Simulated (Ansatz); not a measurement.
Consider the formal exchange of groups at the Si–Ge bond: `N[SiH](Cl)[GeH3]` + SiH₄ → `N[SiH]([SiH3])Cl` + GeH₄.

Program: Ansatz. Geometries: PBE0-D4/def2-TZVP. ΔE: electronic, gas phase. CBS: MP2 limit from def2 TZ/QZ plus the TZ coupled-cluster correction, frozen cores. This one scheme is used for every species. Functionals use def2-TZVPP. For Ge outer-core shells are correlated without core-valence functions, which leaves a few kJ/mol of doubt a bond. Scalar relativity is left out up to krypton. One conformer a species, not always the lowest.

`N[SiH](Cl)[GeH3]`:

```xyz
10

N     0.809    0.739   -1.427
Si    0.020    0.861    0.079
Cl    1.221    1.553    1.632
Ge   -0.758   -1.287    0.725
H     1.029    1.570   -1.953
H     1.489    0.013   -1.592
H    -1.048    1.878   -0.065
H    -1.279   -1.265    2.170
H    -1.886   -1.764   -0.206
H     0.402   -2.296    0.637
```

SiH₄:

Z-matrix (Å, degrees):
```
Si
H 1 1.485
H 1 1.485 2 109.5
H 1 1.485 2 109.5 3 -120.0
H 1 1.485 2 109.5 3 120.0
```

`N[SiH]([SiH3])Cl`:

```xyz
10

N     1.472   -0.319   -0.962
Si    0.042   -0.821   -0.180
Si   -0.862    0.972    1.015
Cl   -1.462   -1.477   -1.463
H     1.492    0.541   -1.487
H     2.102   -1.000   -1.356
H     0.388   -2.002    0.645
H    -2.196    0.608    1.556
H    -1.011    2.135    0.096
H     0.035    1.363    2.136
```

GeH₄:

```xyz
5

Ge    0.000    0.000    0.000
H     0.370    0.007   -1.489
H    -0.040   -1.446    0.510
H    -1.379    0.646    0.187
H     1.048    0.793    0.791
```

| level | ΔE (eV) |
| --- | --- |
| PBE-D4 | 0.12 |
| r2SCAN-D4 | 0.14 |
| PBE0-D4 | 0.13 |
| HF/CBS(def2) | 0.15 |

Question: What does CCSD(T)/CBS give? (Best estimate.)

Answer: The calculation gave: +0.18 eV. The listed levels differ from it by -0.06, -0.04, -0.05, -0.03 eV.

Largest T1 diagnostic among the species: 0.012.
